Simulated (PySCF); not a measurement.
## Radial density of Zr³⁺ (zirconium, charge +3)

TPSSh, [Kr] 4d1, 2D determinant. Calculation: PySCF 2.14, in aug-cc-pVDZ-PP with ECP28MDF (5s5p4d2f, 54 functions); a scalar-relativistic core potential. This is the valence pseudo-density: the core potential removes the inner electrons and smooths the orbitals near the nucleus.

| r (bohr) | 4πr²ρ (e/bohr) | 4πr²(ρα − ρβ) |
| --- | --- | --- |
| 0.0620 | 2.695e-05 | 0.0000 |
| 0.104 | 0.0001154 | 0.0000 |
| 0.175 | 0.0008947 | 0.0001 |
| 0.295 | 0.01482 | 0.0012 |
| 0.496 | 0.4453 | 0.0213 |
| 0.834 | 5.441 | 0.2166 |
| 1.40 | 7.144 | 0.6117 |
| 2.36 | 1.019 | 0.3304 |
| 3.97 | 0.02616 | 0.0224 |
| 6.68 | 8.137e-05 | 0.0001 |

Energies and moments cover only the electrons outside the core potential.
